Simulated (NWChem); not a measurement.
Species: SeF₄; SMILES F[Se](F)(F)F

All runs: NWChem. The geometry was optimised at PBE0/def2-SVP. Ions are spin-unrestricted doublets at the neutral geometry; other ion states weren't tried.

For level PBE/def2-SVP:

```
Quantity                               Result
-------------------------------------  ------
vertical ionisation energy, ΔSCF (eV)   12.22
−ε(HOMO) (eV)                            8.25
```

**Question.** How do the values read with level CAM-B3LYP/def2-SVP instead?

**Answer.** The vertical ionisation energy, ΔSCF (eV) is 12.89. The −ε(HOMO) (eV) is 11.39.
